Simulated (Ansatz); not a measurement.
Species: SnS, net charge 0, singlet state. 
Geometry from a B3LYP-D3(BJ)/def2-TZVP (Ansatz, a program for electronic structure) optimisation:
```
Sn
S 1 2.2226
```

Basis-set convergence of Hartree-Fock and CCSD correlation energies (hartree) with Ansatz. Correlated levels leave the core frozen unless marked. Spin-orbit coupling is left out. The frozen core is the preceding noble-gas configuration, with the filled d and f shells of earlier blocks. Past Kr the def2 sets carry scalar-relativistic core potentials.

The T1 diagnostic of CCSD in the largest basis is 0.026, which is high, so the coupled-cluster rows are less sure than usual.

| basis | functions | E(HF) | E(corr, CCSD) |
|---|---|---|---|
| def2-SVP | 44 | -610.79089 | -0.20880 |
| def2-TZVPP | 92 | -610.93713 | -0.26451 |
| def2-QZVPP | 152 | -610.94960 | -0.28220 |

Extrapolating the two largest sets (X = 3 and 4) as X^-3: E(corr) = (64·(-0.28220) - 27·(-0.26451))/37 = -0.2951 Eh, an estimate of the basis-set limit. The largest set recovers 95.6 % of it, the smallest 70.8 %.
